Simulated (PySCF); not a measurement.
## Trend along the fifth-period p block: MSe molecules

r²SCAN with triple-zeta basis sets in PySCF, for the lowest determinant that a PBE0 search found; no spin–orbit coupling. De refers to high-spin ground-configuration atoms. A positive dipole means M(−)Se(+).

| M | basis | state (unpaired electrons) | Re (Å) | ωe (cm⁻¹) | De (eV) | μ (D) |
| --- | --- | --- | --- | --- | --- | --- |
| Sn | def2-TZVPP | singlet (closed shell) | 2.332 | 333 | 4.75 | -2.97 |
| Sb | def2-TZVPP | doublet (π ↑) | 2.340 | 336 | 3.24 | -1.91 |
| Te | x2c-TZVPPall | triplet (π ↑↑) | 2.363 | 322 | 3.51 | -0.94 |
| I | def2-TZVPP | doublet (π ↑) | 2.451 | 274 | 2.39 | -0.63 |

Q: By what factor does the well depth vary along the series?

A: At r²SCAN it runs from 2.39 eV (SeI) to 4.75 eV (SnSe), a factor of 1.99.

The rows differ in basis set, which adds steps of its own.

The state changes along the series, so neighbouring rows are not always alike in their bonding.

Spin–orbit coupling is left out, which matters for elements this heavy, above all for dissociation energies. States were picked by a PBE0 search and need not be the measured ground states.
